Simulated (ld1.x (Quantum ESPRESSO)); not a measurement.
# Which change was made? (V, TM)

* Element: vanadium
* Generator: ld1.x (Quantum ESPRESSO) 7.5
* Type: norm-conserving Troullier–Martins (Kleinman–Bylander form)
* Functional: PBEsol
* Relativity: scalar-relativistic
* Frozen core: [Ar]
* Valence charge: 5
* Reference configuration: 3d3 4s2 4p0
* Partial waves: 4p (bound, empty): rc 3.95 bohr; 3d (bound): rc 1.75 bohr; 4s (bound): rc 2.55 bohr
* Local potential: the s channel
* Core correction: a·sin(br)/r model core, default radius (core density twice the valence density)

Cutoffs, loose and tight: the cutoffs (Ry, on a coarse ladder) from which the occupation-weighted sum of valence levels, in a spherical-Bessel basis at the reference potential, stays within 10 and 1 mRy of its value at 400 Ry. They do not see the model core or the augmentation charge, which bear on the density cutoff. Test errors are all-electron minus pseudo excitation energies from the reference, over the configurations 3d3 4s1 4p0; 3d3 4s0 4p0; 3d2 4s0 4p0; 3d4 4s0 4p0; 3d1 4s0 4p0; 3d2 4s2 4p1; 3d3.5 4s1.5 4p0; variants that change the core or the reference have their own tests. The largest error is taken over the tests solved by every variant that gives reliable tests at all, those not shown here included: 3d1 4s0 4p0; 3d2 4s0 4p0; 3d3 4s0 4p0; 3d3 4s1 4p0; 3d3.5 4s1.5 4p0; 3d4 4s0 4p0.

The base gives: outcome: generated; cutoff, loose: 70 Ry; cutoff, tight: 80 Ry; bound ghosts: none; largest test error (meV): -1781.

Question: After one change the result is: outcome: generated; cutoff, loose: 100 Ry; cutoff, tight: 110 Ry; bound ghosts: none; largest test error (meV): -2170. Which change was it?
A. wave 3d (bound): rc 1.75 bohr becomes 3d (bound): rc 1.40 bohr
B. type ultrasoft; waves now 4s (bound): rcut 2.20, rcutus 2.55 bohr; 4s channel at 0.95 Ry: rcut 2.20, rcutus 2.55 bohr; 4p (bound): rcut 3.45, rcutus 3.95 bohr; 4p channel at 1 Ry: rcut 3.45, rcutus 3.95 bohr; 3d (bound): rcut 1.50, rcutus 1.75 bohr; 3d channel at 4 Ry: rcut 1.50, rcutus 1.75 bohr; local potential all-electron potential smoothed inside 2.50 bohr (lloc = -2); augmentation PSQ, inside the norm-conserving radii
C. local potential the p channel

Answer: A. The others give: type ultrasoft; waves now 4s (bound): rcut 2.20, rcutus 2.55 bohr; 4s channel at 0.95 Ry: rcut 2.20, rcutus 2.55 bohr; 4p (bound): rcut 3.45, rcutus 3.95 bohr; 4p channel at 1 Ry: rcut 3.45, rcutus 3.95 bohr; 3d (bound): rcut 1.50, rcutus 1.75 bohr; 3d channel at 4 Ry: rcut 1.50, rcutus 1.75 bohr; local potential all-electron potential smoothed inside 2.50 bohr (lloc = -2); augmentation PSQ, inside the norm-conserving radii → outcome: generated; cutoff, loose: 35 Ry; cutoff, tight: 50 Ry; bound ghosts: none; largest test error (meV): -2231 | local potential the p channel → outcome: generated; cutoff, loose: 70 Ry; cutoff, tight: 80 Ry; bound ghosts: s; largest test error (meV): -1878.
